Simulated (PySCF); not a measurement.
Computed IR spectrum (relative IR intensity) of a molecule C2H5Cl2FSi. Coordinates come from a PBE-D3(BJ)/def2-SVP optimisation. One conformer was computed; it need not be the lowest. Level of theory: PBE-D3(BJ)/def2-SVP (PySCF). Frequencies are harmonic and unscaled.

```tsv
ν (cm⁻¹)	relative intensity
258	4.2
388	3.7
522	8.7
618	8.9
684	18
725	13
740	66
816	15
835	9.6
890	100
929	68
1027	11
1101	3.7
1151	30
1192	18
1261	13
1372	4.0
2183	40
2213	47
```

Pick the molecule that these values belong to.
(A) F[SiH2]CC(Cl)Cl
(B) F[C@@H](Cl)C[SiH2]Cl
(C) C[Si](Cl)(Cl)CF
(D) CC[Si](F)(Cl)Cl

A, F[SiH2]CC(Cl)Cl
